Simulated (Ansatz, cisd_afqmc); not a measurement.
Species: As, charge 0, quartet.

Total energies in def2-QZVPPD, 5 correlated electrons, 14 frozen orbitals. Radicals and triplets start from unrestricted determinants; spin-orbit coupling is neglected. Correlated methods leave the cores frozen (noble-gas shells, and filled d and f shells in the p block). No relativity. The Monte Carlo rows (phaseless AFQMC, CISD trial, step 0.005/hartree) carry one-sigma bars that omit the constraint's bias. Outlying blocks are dropped, and bars are widened where a walk drifts. Over all cases where full CI ran beside it in this data, AFQMC minus full CI had a median of +0.1 mEh and passed +0.4 mEh in a tenth of the cases.

```json
[
 {"method": "HF", "program": "Ansatz", "energy (Eh)": "-2234.23915", "minus CCSDT(Q) (mEh)": "93.72"},
 {"method": "MP2", "program": "Ansatz", "energy (Eh)": "-2234.31625", "minus CCSDT(Q) (mEh)": "16.62"},
 {"method": "CCSD", "program": "Ansatz", "energy (Eh)": "-2234.32880", "minus CCSDT(Q) (mEh)": "4.07"},
 {"method": "CCSD(T)", "program": "Ansatz", "energy (Eh)": "-2234.33222", "minus CCSDT(Q) (mEh)": "0.65"},
 {"method": "CCSDT(Q)", "program": "Ansatz", "energy (Eh)": "-2234.33287", "minus CCSDT(Q) (mEh)": "0.00"},
 {"method": "AFQMC/CISD", "program": "cisd_afqmc", "energy (Eh)": "-2234.3329 ± 0.0002", "minus CCSDT(Q) (mEh)": "-0.1 ± 0.2"}
]
```

Ansatz is an electronic-structure program.
